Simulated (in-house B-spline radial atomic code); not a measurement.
A fraction x of an electron is removed from 3d in the vanadium ion V³⁺, starting from [Ar] 3d2 and keeping the highest spin. All numbers are computed (non-relativistic TPSS, spin-polarised, spherical fractional occupations; point nucleus) with an all-electron radial atomic-structure program (B-spline basis), not measured.

| x | E(x) - E(0) (eV) | 3d up level (eV) |
| --- | --- | --- |
| 0 | 0.0000 | -37.897 |
| 0.24 | 9.5855 | -42.003 |
| 0.29 | 11.7074 | -42.875 |
| 0.49 | 20.6349 | -46.414 |
| 0.5 | 21.0999 | -46.594 |
| 0.52 | 22.0354 | -46.953 |
| 0.72 | 31.7881 | -50.588 |
| 0.82 | 36.9391 | -52.435 |
| 0.91 | 41.7337 | -54.115 |
| 1 | 46.6802 | -55.810 |

The exact functional would give a straight line between the two integer points. Deviations E(x) - E(0) - x[E(1) - E(0)], in eV: -1.618 at x = 0.24, -1.83 at x = 0.29, -2.238 at x = 0.49, -2.24 at x = 0.5, -2.238 at x = 0.52, -1.822 at x = 0.72, -1.339 at x = 0.82, -0.745 at x = 0.91.

The curve lies below the straight line by up to 2.24 eV (at x = 0.5): convex, the delocalisation error that favours fractional charges.

(1) How well does Slater's transition state (minus the level at half occupation) give the ionisation energy?

Results:

(1) It gives 46.594 eV against 46.680 eV from the two total energies; NIST lists 46.71 eV, ground level to ground level.
